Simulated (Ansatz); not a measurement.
`SP1N[SiH2]1` + H₂ → `N1[SiH2]P1` + H₂S at 500 K and 1 bar (hydrogenolysis of a P–S bond).

Program: Ansatz. Geometries: PBE0-D4/def2-TZVP. ΔE: electronic, gas phase. CCSD(T)/CBS is the MP2 limit (def2-TZVPP, def2-QZVPP) plus CCSD(T) − MP2 in def2-TZVPP, frozen cores. This one scheme is used for every species. One conformer a species, not always the lowest.

```
      species  CCSD(T)/CBS energy (Eh)  H − E (kJ/mol)  S (J/(mol·K))
`SP1N[SiH2]1`              -1084.90597           155.1          383.6
           H₂                 -1.17544            41.0          145.5
 `N1[SiH2]P1`               -687.10203           140.6          326.7
          H₂S               -398.97279            57.0          224.0
```

H − E and S are ideal-gas, rigid-rotor, harmonic terms from PBE0-D4/def2-TZVP, for one conformer and one mirror image of each species. The MP2-based limit puts H₂ 0.8 mEh under its directly extrapolated value; such offsets cancel only in part. 1 Eh = 2625.50 kJ/mol, R = 8.31446 J/(mol·K).

By hand: ΔE, ΔH, ΔS and ΔG.

ΔE = (-687.10203) + (-398.97279) − (-1084.90597) − (-1.17544) = 0.00659 Eh = 17.3 kJ/mol. Δ(H − E) = 140.6 + 57.0 − 155.1 − 41.0 = 1.5, so ΔH = 18.8 kJ/mol. ΔS = 326.7 + 224.0 − 383.6 − 145.5 = 21.6 J/(mol·K). ΔG = 18.8 − 500 × (21.6)/1000 = 8.0 kJ/mol.

By hand: the equilibrium constant, and the temperature at which ΔG would vanish if ΔH and ΔS stayed fixed.

log₁₀ K = −ΔG/(RT ln 10) = -0.8. ΔG = 0 at ΔH/ΔS = 870 K.

TΔS isn't small against ΔH here. A doubt of 5 kJ/mol in ΔE shifts log₁₀ K by 0.5 here. Other conformers and mirror images would add mixing entropy, several J/(mol·K) or more a flexible species. These are equilibria of isolated gas molecules and say nothing of rates. Largest T1 diagnostic: 0.015 (customary marks: 0.02 for closed shells, 0.045 for open ones).
